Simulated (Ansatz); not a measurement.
Al₁₆N₁₆H₃₆, a nanocrystal cut from zinc blende AlN (hydrogen-capped). Charge 0, multiplicity 3. Geometry r2SCAN-D4/def2-SVP, that of the neutral singlet; atoms count from 1.

```xyz
68

Al    3.025    1.138   -0.879
Al    2.560   -1.560    1.082
Al    1.406    2.854    1.048
Al    0.906    0.192    3.049
Al    1.373   -4.228   -0.147
Al    1.710   -1.727   -2.062
Al    0.096    0.128   -0.033
Al   -0.755   -0.134   -3.093
Al   -1.116   -2.533   -1.246
Al    0.611    2.698   -1.888
Al   -2.489    1.702   -1.031
Al   -0.271   -2.367    1.880
Al   -2.034   -0.618    3.907
Al   -2.840   -0.707    0.805
Al   -1.678    1.862    1.968
Al   -3.705   -0.946   -2.272
N     2.955   -0.177   -2.292
N     2.415   -2.580   -0.516
N     3.711   -0.029    0.500
N     1.932    1.855    2.617
N     1.256    1.667   -0.428
N     0.848   -0.820    1.443
N    -0.363    3.339    1.656
N    -0.843    0.871    3.358
N     0.305    1.537   -3.401
N    -0.340   -3.400    0.272
N     0.030   -0.981   -1.585
N    -1.641    0.789    0.402
N    -2.439    0.557   -2.547
N    -2.815   -1.801   -0.763
N    -1.236    3.167   -1.568
N    -2.001   -1.641    2.248
H     4.031    2.323   -1.214
H     3.390   -2.193    2.276
H     2.328    4.127    0.813
H     1.690   -0.393    4.298
H     2.008   -4.919    1.147
H     1.289   -5.059   -1.510
H     1.844   -2.497   -3.442
H    -0.688   -0.859   -4.502
H    -1.186   -3.470   -2.526
H     1.492    3.965   -2.274
H    -3.843    2.480   -0.751
H     0.337   -3.172    3.108
H    -1.301   -1.413    5.084
H    -3.485   -0.001    4.170
H    -4.293   -0.179    1.171
H    -3.009    2.645    2.330
H    -3.642   -1.873   -3.573
H    -5.107   -0.319   -1.829
H     3.887   -0.596   -2.401
H     2.803    0.227   -3.220
H     3.336   -2.980   -0.744
H     4.581   -0.461    0.166
H     4.036    0.468    1.334
H     2.932    1.637    2.648
H     1.827    2.456    3.443
H    -0.282    3.820    2.560
H    -0.811    4.057    1.081
H    -0.835    1.439    4.217
H     1.159    1.291   -3.909
H    -0.218    2.056   -4.117
H    -0.934   -4.218    0.476
H    -2.880    1.037   -3.345
H    -3.434   -2.602   -0.570
H    -1.353    3.950   -0.919
H    -1.633    3.556   -2.432
H    -2.612   -2.440    2.473
```

Single mean-field runs in def2-SVP are fitted with def2-universal-jkfit. At PBE0-D4/def2-SVP a singlet of charge 0 lies 5.92 eV below the triplet at the same geometry.

Q: Estimate the Mulliken populations of the heavy atoms from the PBE0/def2-SVP orbitals of Ansatz.

A: 
```json
{"atom": "Al1", "charge (e)": "0.66", "spin (α − β)": "0.03"}
{"atom": "Al2", "charge (e)": "0.70", "spin (α − β)": "0.01"}
{"atom": "Al3", "charge (e)": "0.53", "spin (α − β)": "0.20"}
{"atom": "Al4", "charge (e)": "0.60", "spin (α − β)": "0.13"}
{"atom": "Al5", "charge (e)": "0.47", "spin (α − β)": "0.05"}
{"atom": "Al6", "charge (e)": "0.70", "spin (α − β)": "0.01"}
{"atom": "Al7", "charge (e)": "0.68", "spin (α − β)": "0.17"}
{"atom": "Al8", "charge (e)": "0.60", "spin (α − β)": "0.13"}
{"atom": "Al9", "charge (e)": "0.57", "spin (α − β)": "0.12"}
{"atom": "Al10", "charge (e)": "0.53", "spin (α − β)": "0.20"}
{"atom": "Al11", "charge (e)": "0.66", "spin (α − β)": "0.04"}
{"atom": "Al12", "charge (e)": "0.57", "spin (α − β)": "0.12"}
{"atom": "Al13", "charge (e)": "0.52", "spin (α − β)": "0.03"}
{"atom": "Al14", "charge (e)": "0.60", "spin (α − β)": "0.04"}
{"atom": "Al15", "charge (e)": "0.66", "spin (α − β)": "0.04"}
{"atom": "Al16", "charge (e)": "0.52", "spin (α − β)": "0.03"}
{"atom": "N17", "charge (e)": "-0.51", "spin (α − β)": "0.00"}
{"atom": "N18", "charge (e)": "-0.77", "spin (α − β)": "0.00"}
{"atom": "N19", "charge (e)": "-0.51", "spin (α − β)": "0.00"}
{"atom": "N20", "charge (e)": "-0.49", "spin (α − β)": "-0.02"}
{"atom": "N21", "charge (e)": "-0.99", "spin (α − β)": "-0.03"}
{"atom": "N22", "charge (e)": "-1.00", "spin (α − β)": "-0.01"}
{"atom": "N23", "charge (e)": "-0.50", "spin (α − β)": "-0.01"}
{"atom": "N24", "charge (e)": "-0.77", "spin (α − β)": "0.00"}
{"atom": "N25", "charge (e)": "-0.49", "spin (α − β)": "-0.02"}
{"atom": "N26", "charge (e)": "-0.73", "spin (α − β)": "0.09"}
{"atom": "N27", "charge (e)": "-1.00", "spin (α − β)": "-0.01"}
{"atom": "N28", "charge (e)": "-1.01", "spin (α − β)": "-0.01"}
{"atom": "N29", "charge (e)": "-0.77", "spin (α − β)": "0.00"}
{"atom": "N30", "charge (e)": "-0.76", "spin (α − β)": "0.00"}
{"atom": "N31", "charge (e)": "-0.50", "spin (α − β)": "-0.01"}
{"atom": "N32", "charge (e)": "-0.76", "spin (α − β)": "0.00"}
```
Mulliken values and Mayer orders depend strongly on the basis.

Q: Where does the spin sit?

A: Summed by element: Al 1.33, N -0.02, H 0.70, of 2 unpaired in all. Largest on single atoms: Al3 0.20, Al10 0.20, Al7 0.17.

Q: And the Mayer bond orders between bonded heavy atoms (over 0.3, the first 40 of 46)?

A: Al1–N17 0.63 (1.93 Å); Al1–N19 0.63 (1.93 Å); Al1–N21 0.71 (1.90 Å); Al2–N18 0.70 (1.90 Å); Al2–N19 0.56 (2.00 Å); Al2–N22 0.70 (1.90 Å); Al3–N20 0.61 (1.93 Å); Al3–N21 0.69 (1.90 Å); Al3–N23 0.62 (1.93 Å); Al4–N20 0.56 (2.00 Å); Al4–N22 0.69 (1.90 Å); Al4–N24 0.69 (1.90 Å); Al5–N18 0.61 (1.98 Å); Al5–N26 0.64 (1.95 Å); Al6–N17 0.56 (2.00 Å); Al6–N18 0.70 (1.90 Å); Al6–N27 0.70 (1.90 Å); Al7–N21 0.73 (1.97 Å); Al7–N22 0.75 (1.91 Å); Al7–N27 0.75 (1.91 Å); Al7–N28 0.74 (1.91 Å); Al8–N25 0.56 (2.00 Å); Al8–N27 0.69 (1.90 Å); Al8–N29 0.69 (1.90 Å); Al9–N26 0.64 (1.91 Å); Al9–N27 0.65 (1.96 Å); Al9–N30 0.68 (1.91 Å); Al10–N21 0.69 (1.90 Å); Al10–N25 0.61 (1.93 Å); Al10–N31 0.62 (1.93 Å); Al11–N28 0.69 (1.90 Å); Al11–N29 0.70 (1.90 Å); Al11–N31 0.57 (2.00 Å); Al12–N22 0.65 (1.96 Å); Al12–N26 0.64 (1.91 Å); Al12–N32 0.68 (1.91 Å); Al13–N24 0.62 (1.98 Å); Al13–N32 0.65 (1.95 Å); Al14–N28 0.64 (1.96 Å); Al14–N30 0.67 (1.91 Å).
